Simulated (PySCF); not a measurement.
Correlation energy of As²⁺ (arsenic, charge +2)

[Ar] 3d10 4s2 4p1, 2P determinant. Computed with PySCF 2.14 in def2-SVP, with the non-relativistic Hamiltonian (point nucleus). Frozen: [Ar] 3d10; 3 electrons correlated.

MP2 pair energies summed by pair of shells (mhartree):

| pair | energy | share (%) |
| --- | --- | --- |
| 4s-4s | -20.21 | 58.5 |
| 4s-4p | -14.35 | 41.5 |

Total MP2 correlation energy: -34.56 mhartree.

Same-spin part -2.12 and opposite-spin part -32.44 mhartree; SCS-MP2 scales them by 1/3 and 6/5 to -39.63 mhartree.

```json
{"level": "CCSD", "correlation energy (mhartree)": "-50.63"}
{"level": "(T)", "correlation energy (mhartree)": "-0.48"}
{"level": "CCSD(T)", "correlation energy (mhartree)": "-51.11"}
```

Diagnostics: T1 = 0.0085, D1 = 0.0203, largest double amplitude 0.101.

Cost of the coupled-cluster step: 0.17 s of wall time on 1 thread of Neoverse-N1 (shared host), for 3 correlated electrons.
